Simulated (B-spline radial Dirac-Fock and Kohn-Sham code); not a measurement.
**3p1/2 photoionisation of Cr⁴⁺ near threshold**

System: Cr⁴⁺, configuration 1s2 2s2 2p6 3s2 3p6 3d2. The computed 3p1/2 threshold is 114.8 eV; without correlation, outer thresholds are uncertain by 1 to 2 eV. With an open shell the threshold is an average over the terms of the final ion.

Level of theory: Dirac-Hartree-Slater photoionisation with all multipoles and Dirac-Fock thresholds; a radial finite-basis atomic code. Interchannel coupling and autoionising resonances are not included, so magnitudes near threshold are approximate.

```csv
kinetic energy (eV),σ (Mb),β
1.5,0.422,0.08
1.9,0.423,0.11
2.3,0.423,0.14
2.9,0.424,0.18
3.7,0.425,0.22
4.6,0.426,0.27
5.7,0.427,0.32
7.2,0.428,0.38
9.0,0.429,0.45
11.2,0.430,0.52
14.0,0.430,0.61
17.5,0.430,0.69
21.9,0.429,0.79
27.4,0.426,0.89
34.2,0.420,0.99
42.8,0.411,1.09
53.5,0.395,1.19
66.9,0.373,1.28
83.7,0.343,1.37
104.7,0.308,1.45
130.9,0.265,1.51
163.6,0.220,1.56
204.6,0.177,1.59
255.8,0.137,1.61
319.9,0.103,1.62
400.0,0.0738,1.62
```

The cross section shows no minimum in this range. Its largest value, 0.430 Mb, lies 18 eV above threshold, delayed by the centrifugal barrier of the l+1 channel. β ranges from 0.08 (at 1.5 eV) to 1.62.
